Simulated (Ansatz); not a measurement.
System: sum formula HSO3, net charge -1, singlet state. It need not be the lowest isomer of its formula. 
Structure (B3LYP-D3(BJ)/def2-TZVP (Ansatz, a quantum-chemistry and plane-wave program) minimum search):
```xyz
5

O     -0.7052     1.0597     0.6927
S     -0.2151     0.1254    -0.3476
O     -0.5788    -1.2873    -0.0359
O      1.5191     0.0572    -0.0402
H      1.5606    -0.6433     0.6292
```
Charge -1, spin multiplicity 1.

Parts of the frozen-core correlation energy in STO-3G (Ansatz, hartree). Frozen orbitals: 8; correlated occupied orbitals by spin: 13 and 13; virtual: 4 and 4. Spin-orbit coupling is left out. Non-relativistic.

| term | value |
|---|---|
| reference (HF) | -614.86142 |
| MP2 opposite-spin | -0.10781 |
| MP2 same-spin | -0.02580 |
| CCSD correlation | -0.16260 |
| (T) | -0.01033 |
| FCI minus CCSD(T) | -0.00198 |
| T1 diagnostic | 0.023 |
| largest doubles amplitude | 0.090 |
